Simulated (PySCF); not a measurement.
B(All)(F)(H) (C3H6BF), SMILES C(BF)C=C.

Geometry: PBE-D3(BJ)/def2-SVP. The structure was generated by enumeration, and PubChem lists no compound with its InChIKey, so it may never have been made. The values are those of a single conformer.

Computed with PySCF with PBE-D3(BJ)/def2-SVP.

Harmonic, unscaled wavenumbers; measured fundamentals usually lie a few per cent lower.

Computed vibrational spectrum:
```tsv
mode	ν (cm⁻¹)	IR (km/mol)	Raman (Å⁴/amu)	depolarisation	moving atoms (share of kinetic energy)
1	38	0.5	2.2	0.72	C 43 %, F 32 %, H 18 %
2	110	0.1	4.8	0.74	H 45 %, C 30 %, B 22 %
3	219	0.7	4.1	0.75	H 40 %, C 35 %, B 13 %, F 11 %
4	373	1.0	3.3	0.40	H 39 %, C 29 %, F 24 %
5	431	8.8	0.9	0.52	C 40 %, H 32 %, F 15 %, B 13 %
6	574	0.8	2.4	0.35	H 66 %, C 22 %
7	612	20.0	7.5	0.68	H 70 %, C 27 %
8	884	30.9	0.6	0.70	H 73 %, C 26 %
9	893	10.8	2.0	0.14	H 64 %, C 27 %, B 9 %
10	933	36.2	4.9	0.35	H 44 %, B 28 %, C 26 %
11	958	13.5	3.4	0.70	H 55 %, C 29 %, B 16 %
12	991	11.5	0.9	0.68	H 90 %, C 9 %
13	1054	10.8	5.3	0.29	H 61 %, C 26 %, B 13 %
14	1082	18.9	5.1	0.75	H 77 %, F 11 %, B 10 %
15	1151	20.9	9.6	0.42	C 43 %, H 41 %, B 9 %
16	1159	25.7	3.8	0.52	H 57 %, C 31 %
17	1269	2.5	17.8	0.45	H 81 %, C 18 %
18	1337	9.5	16.4	0.74	H 89 %, C 9 %
19	1356	292.8	2.0	0.72	B 53 %, H 25 %, F 13 %, C 10 %
20	1386	28.3	8.8	0.44	H 76 %, C 19 %
21	1671	23.0	25.9	0.16	C 88 %, H 12 %
22	2538	151.3	96.2	0.21	H 91 %, B 9 %
23	2901	15.5	152.1	0.16	H 94 %
24	3023	5.9	86.5	0.42	H 92 %, C 8 %
25	3066	13.3	29.3	0.27	H 94 %
26	3074	5.0	160.1	0.17	H 92 %, C 8 %
27	3169	9.4	85.7	0.63	H 89 %, C 11 %
```
